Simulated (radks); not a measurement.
Species: Ce XXIV. Configuration: [Ar] 3d10 4s2 4p5 (the NIST ground configuration). Calculated with a radial shooting solver on a logarithmic mesh with Libxc functionals: Dirac Kohn-Sham, PBE, spin-unpolarised, spherical densities, point nucleus; open shells are shared between the two j in proportion to 2j + 1. Some entries of the table are withheld. Estimate them.

orbital,occ.,eigenvalue (hartree),<r^2> (bohr^2),r(max) (bohr)
1s1/2,2,-1503.883,0.0008207,0.01574
2s1/2,2,-261.7046,0.01297,(1)
2p1/2,2,-248.5569,0.009512,0.06795
2p3/2,4,-232.1164,0.01077,0.07320
3s1/2,2,(2),(3),0.2535
3p1/2,2,-69.24272,0.08160,(4)
3p3/2,4,-65.93643,0.08874,(5)
3d3/2,4,-56.37440,0.07178,0.2012
3d5/2,6,-55.65504,0.07377,0.2043
4s1/2,2,-31.37078,0.3834,0.5657
4p1/2,1.66667,-29.18213,0.3926,0.5682
4p3/2,3.33333,-28.27298,0.4172,0.5874

Answer. 
(1) 2s1/2 r(max) (bohr): 0.08917
(2) 3s1/2 eigenvalue (hartree): -74.77520
(3) 3s1/2 <r^2> (bohr^2): 0.08691
(4) 3p1/2 r(max) (bohr): 0.2401
(5) 3p3/2 r(max) (bohr): 0.2513
